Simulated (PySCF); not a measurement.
Constitutional and geometric isomers with formula CH7BSi. Gas-phase values, no solvent. One relaxed conformer stands for each flexible species; it need not be the lowest. Strings in code marks are SMILES.

The numbers are results of PBE0-D3(BJ)/def2-TZVP in PySCF, not measurements. All candidates: neutral, multiplicity 1. 

The HOMO–LUMO gap is 7.68 eV and the LUMO is -1.37 eV. The HOMO is -9.05 eV.

Problem. Name which member has these values.
(A) `CB[SiH3]`
(B) `BC[SiH3]`
(C) `B[SiH2]C`

Solution. B, `BC[SiH3]`. The others give `B[SiH2]C`: 5.80 eV, -2.30 eV, -8.10 eV; `CB[SiH3]`: 6.09 eV, -1.82 eV, -7.91 eV
